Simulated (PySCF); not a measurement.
Species: C₁₀H₁₆.
Atom-mapped SMILES: `[CH2:1]=[CH:2][C@@H:3]1[CH2:4][C@@H:5]2[CH2:6][CH2:7][CH2:8][C@H:9]1[CH2:10]2`

Geometry (PBE0-D3(BJ)/def2-SVP, Å), atoms numbered from 1 in this order:
```xyz
26
C10H16 angstrom
C      2.2228    2.0270    0.3080
C      1.6855    1.0432    1.0313
C      1.1079   -0.2466    0.5371
C      0.9220   -0.4330   -0.9899
C     -0.4865   -1.0385   -1.1602
C     -1.5443    0.0520   -1.3624
C     -1.4465    1.1290   -0.2824
C     -1.2756    0.5440    1.1195
C     -0.2692   -0.6108    1.1496
C     -0.7288   -1.7115    0.1942
H      2.6339    2.9207    0.7847
H      2.2808    1.9817   -0.7834
H      1.6755    1.1522    2.1244
H      1.8003   -1.0351    0.8881
H      1.6926   -1.1076   -1.3918
H      1.0162    0.5133   -1.5442
H     -0.5260   -1.7522   -1.9980
H     -2.5434   -0.4181   -1.3459
H     -1.4326    0.5122   -2.3588
H     -0.5800    1.7755   -0.4975
H     -2.3283    1.7891   -0.3161
H     -2.2422    0.1632    1.4939
H     -0.9655    1.3408    1.8157
H     -0.1544   -0.9681    2.1860
H     -1.7781   -2.0116    0.3464
H     -0.1003   -2.6109    0.3065
```

NICS = −σ at a ghost point: NICS(0) at the centroid of the ring atoms, NICS(1) 1 Å to either side along the normal of their mean plane, zz for the tensor component along that normal. Level: GIAO B97-2/pcSseg-1 (PySCF, non-relativistic, gas phase) on the PBE0-D3(BJ)/def2-SVP geometry, one conformer.

Ring bond lengths (Å): C3–C4 1.550, C4–C5 1.543, C5–C10 1.532, C10–C9 1.528, C9–C3 1.550; C5–C6 1.533, C6–C7 1.528, C7–C8 1.529, C8–C9 1.532, C9–C10 1.528, C10–C5 1.532.

Question: What do the NICS probes read (ppm)?

Answer: 
| ring | type | NICS(0) | NICS(1), two faces | NICS(1)zz, two faces | rms pucker (Å) | centre to ring atoms, mean (Å) |
| --- | --- | --- | --- | --- | --- | --- |
| C3–C4–C5–C10–C9 | 5-membered carbocycle; formal bonds all single | -5.9 | -4.4 / -3.7 | -11.4 / -4.1 | 0.22 | 1.28 |
| C5–C6–C7–C8–C9–C10 | 6-membered carbocycle; formal bonds all single | -4.0 | -2.3 / -5.5 | 0.8 / -2.9 | 0.26 | 1.46 |

Question: What can be read from them?

Answer: 
- C3–C4–C5–C10–C9: mean NICS(1)zz -7.7 ppm, shielded. C3, C4, C5, C9, C10 have four or more neighbours; no verdict on aromaticity is drawn. The two faces differ by 7.3 ppm, so no symmetry operation interchanges them.
- C5–C6–C7–C8–C9–C10: mean NICS(1)zz -1.0 ppm, near zero. C5, C6, C7, C8, C9, C10 have four or more neighbours, so the value isn't read as a sign of a π ring current. The two faces differ by 3.7 ppm, so no symmetry operation interchanges them.

Question: At the second NICS(1) probe listed for ring C5–C6–C7–C8–C9–C10, 1 Å off the ring, what do the in-plane components average?

Answer: The isotropic value is a third of the trace: (3 × -5.5 − (-2.9))/2 = -6.8 ppm.

Question: How shielded are the nuclei of the rings and their hydrogens (means over atoms taken as equivalent)?

Answer: 
```tsv
atoms	environment	σ isotropic (ppm)	principal values of the symmetric part, first atom (ppm)
C3	allylic carbon	136.7	117.8, 137.3, 155.0
C4	ring CH2 carbon	153.4	136.8, 155.1, 168.3
C5	sp3 carbon at a ring junction	146.7	131.4, 149.9, 158.9
C6	ring CH2 carbon	148.5	135.5, 148.8, 161.3
C7	ring CH2 carbon	162.7	153.9, 165.3, 168.8
C8	ring CH2 carbon	152.9	145.7, 150.2, 162.7
C9	sp3 carbon at a ring junction	142.2	125.0, 145.9, 155.6
C10	ring CH2 carbon	142.0	127.2, 145.1, 153.8
H14	methine hydrogen	28.80	25.0, 26.0, 35.4
H15	methylene hydrogen	29.72	24.9, 26.8, 37.5
H16	methylene hydrogen	29.76	26.4, 28.1, 34.8
H17	methine hydrogen	29.42	25.2, 26.4, 36.7
H18	methylene hydrogen	30.04	26.1, 27.4, 36.6
H19	methylene hydrogen	30.07	25.9, 27.2, 37.1
```

The list is cut; further classes of hydrogen are left out.

Question: How do the values depend on the level or the medium?

Answer: 
| level | NICS(0), C3–C4–C5–C10–C9 | mean NICS(1)zz, C3–C4–C5–C10–C9 | NICS(0), C5–C6–C7–C8–C9–C10 | mean NICS(1)zz, C5–C6–C7–C8–C9–C10 |
| --- | --- | --- | --- | --- |
| B97-2/pcSseg-1, gas | -5.9 | -7.7 | -4.0 | -1.0 |
| PBE0/pcSseg-1, gas | -6.0 | -7.9 | -4.1 | -1.1 |

The geometry is the same throughout.

On an Arm Neoverse V1 with one thread, no GPU, on a shared host, this took 88 s wall. This is the whole shielding run at B97-2/pcSseg-1, SCF included.
